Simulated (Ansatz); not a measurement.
`FB(F)N([SiH3])[SiH3]` + `COC=O` → `O=COC[SiH3]` + `FB(F)N[SiH3]`  (formal exchange of groups at the Si–N bond)

Computed with Ansatz on PBE0-D4/def2-TZVP structures; ΔE is electronic, products minus reactants. CBS: MP2 limit from def2 TZ/QZ plus the TZ coupled-cluster correction, frozen cores. DFT in def2-TZVPP. B3LYP here is the variant with VWN-RPA as its local correlation; programs differ in this. Each species was taken in one conformer, which may not be the lowest.

`FB(F)N([SiH3])[SiH3]`:

Cartesian coordinates in Å:
```
F 1.472 0.129 -2.218
B 1.405 -0.102 -0.914
F 2.545 -0.438 -0.311
N 0.210 -0.008 -0.171
Si 0.269 -0.349 1.552
Si -1.338 0.429 -0.870
H -1.122 -0.183 2.046
H 0.724 -1.737 1.802
H 1.162 0.607 2.251
H -1.861 1.638 -0.185
H -2.303 -0.681 -0.666
H -1.163 0.696 -2.315
```

`COC=O`:

Z-matrix (Å, degrees):
```
C
O 1 1.427
H 1 1.091 2 110.5
H 1 1.087 2 105.9 3 119.7
H 1 1.091 2 110.5 3 -120.5
C 2 1.330 1 115.2 3 60.3
O 6 1.196 2 125.8 1 0.0
H 6 1.100 2 109.2 1 180.0
```

`O=COC[SiH3]`:

```xyz
11

O    -0.562   -1.196    1.858
C    -1.322   -1.115    0.937
O    -1.302   -0.188   -0.018
C    -0.262    0.802    0.076
Si    1.277    0.292   -0.906
H    -2.158   -1.803    0.748
H    -0.691    1.718   -0.334
H    -0.009    0.972    1.125
H     1.787   -1.012   -0.418
H     0.933    0.182   -2.346
H     2.308    1.347   -0.722
```

`FB(F)N[SiH3]`:

Cartesian coordinates in Å:
```
F -2.602 0.667 -0.602
B -1.286 0.728 -0.436
F -0.683 1.872 -0.749
N -0.543 -0.358 0.047
Si 1.182 -0.404 0.309
H -1.068 -1.191 0.265
H 1.495 -1.777 0.777
H 1.914 -0.119 -0.949
H 1.593 0.582 1.338
```

CCSD(T)/CBS gives +15.5 kcal/mol.

Task: Another level gave +16.4 kcal/mol. Which?
A. PBE/def2-TZVPP
B. B2PLYP/def2-TZVPP
C. MP2/def2-TZVPP
D. B3LYP/def2-TZVPP

Result: C. MP2/def2-TZVPP 16.4, B2PLYP 14.7, B3LYP 13.4, PBE 12.1 kcal/mol.

Largest T1 diagnostic among the species: 0.015.

The D4 term adds +1.2 kcal/mol with B3LYP and +0.6 kcal/mol with PBE0; it sums over pairs of atoms, weighted by their polarisabilities, and B3LYP, whose exchange is more repulsive, gets the larger term. From PBE to PBE0 (25 % exact exchange), in def2-TZVPP and without D4, ΔE moves by +1.3 kcal/mol.

CCSD(T)/CBS has its own doubt, a few kJ/mol and more with outer-core shells, so smaller differences from it don't rank the levels.
